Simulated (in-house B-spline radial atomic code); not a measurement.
How numerical settings move a run on the potassium ion K⁵⁺, [Ne] 3s2 3p2. Computed with an all-electron radial atomic-structure program (B-spline basis): scalar-relativistic (X2C) BP86, spin-polarised, spherical fractional occupations, Fermi nucleus of rms radius 3.4349 fm.

Command:
```bash
python run_scf.py task.json out
```
Settings of the sound reference run:
```
Z                19
electrons        14
configuration    [Ne] 3s2 3p2
hamiltonian      x2c
method           b88,p86
spin_polarised   True
nucleus          fermi
rms_radius       3.4349
mass_number      39
atomic_mass      38.96371
speed_of_light   137.036
knot_spacing     0.22
spline_order     8
gauss_points     12
box_radius       10.53
max_iterations   70
damping          0.5
damped_steps     3
diis_vectors     10
tolerance        1e-08
start            Thomas-Fermi
```

Cost of the run: 0.29 s on 1 thread of Arm Neoverse N1, on a shared host.

It converges in 8 iterations to -594.035079 hartree, with 3p up at -90.7238 eV. The other runs change the listed settings, some to values that make no sense; their results aren't properties of the atom or ion. Radii are in bohr (the nuclear one in fm), a minus after a letter asks for a j subshell, and «unchanged» means within 1e-8 hartree. The run stops when the residual is below 10 × tolerance × max(1, Z/10), or a noise floor if that is larger, and the energy moves by less than 1e-8 × √|E| hartree; so very loose and very tight tolerances often act alike.

```tsv
changed settings	outcome
first_knot = 0.0526	converged in 8 iterations, energy +4.53e-02 hartree from the reference, 3p up level -1.3e-03 eV
hamiltonian = dirac, method = hf, spin_polarised = False, speed_of_light = 17.10209	converged in 10 iterations to -1051.4174 hartree, a different physical problem
gauss_points = 6	converged in 8 iterations, energy -2.83e-06 hartree from the reference
first_knot = 0.000526	converged in 8 iterations, energy -5.34e-05 hartree from the reference
electrons = 22, configuration = [Ne] 3s2 3p2 5s2 5p6, max_iterations = 75	converged in 12 iterations to -596.0746 hartree, a different physical problem (warning: 5s up has a positive eigenvalue: unbound, held by the box)
electrons = 15, configuration = [Ne] 3s2 3p2 4s-1, max_iterations = 60	stopped with error: j subshells need the Dirac Hamiltonian and l > 0
spline_order = 5, box_radius = 0.63, max_iterations = 75, damping = 0.8, tolerance = 1e-06	converged in 7 iterations, energy +1.81e+02 hartree from the reference, 3p up level +1.1e+03 eV (the program warns: 3p up has a positive eigenvalue: unbound, held by the box; 3s up has a positive eigenvalue: unbound, held by the box)
diis_vectors = 2	converged in 9 iterations, energy unchanged, 3p up level -5.7e-07 eV
diis_vectors = 20	converged in 8 iterations, energy unchanged
first_knot = 5.26e-06	converged in 8 iterations, energy -7.67e-07 hartree from the reference, 3p up level -2.8e-06 eV
knot_spacing = 0.3, first_knot = 5.26e-06, max_iterations = 75, damped_steps = 8	converged in 12 iterations, energy +8.52e-06 hartree from the reference, 3p up level +1.2e-04 eV
gauss_points = 3	converged in 23 iterations, energy -5.45e+04 hartree from the reference, 3p up level +1.2e+01 eV
knot_spacing = 0.3, spline_order = 5, max_iterations = 60, damping = 0.2	converged in 8 iterations, energy +9.40e-05 hartree from the reference, 3p up level +7.2e-05 eV
first_knot = 0.158	converged in 8 iterations, energy +4.03e-01 hartree from the reference, 3p up level -1.1e-02 eV
diis_vectors = 1	converged in 15 iterations, energy unchanged, 3p up level -2.1e-06 eV
knot_spacing = 2, gauss_points = 6, max_iterations = 75, damped_steps = 30, start = bare nucleus	converged in 21 iterations, energy +5.81e+00 hartree from the reference, 3p up level -1.6e-01 eV (the program warns: 1s up reaches the box edge; 1s down reaches the box edge)
```

Question: What happens with first_knot = 5.26e-05?

Answer: Converged in 8 iterations, energy +1.70e-06 hartree from the reference, 3p up level +2.7e-05 eV.

Question: What happens with gauss_points = 4?

Answer: Converged in 8 iterations, energy -3.70e-07 hartree from the reference, 3p up level -4.7e-06 eV.

Question: What happens with box_radius = 0.42, max_iterations = 5, damping = 0.2, diis_vectors = 4?

Answer: Not converged after 5 iterations, last residual 1.1e-04, last energy +6.21e+02 hartree from the reference.

Question: What happens with gauss_points = 8?

Answer: Converged in 8 iterations, energy -8.62e-08 hartree from the reference, 3p up level -1.7e-06 eV.
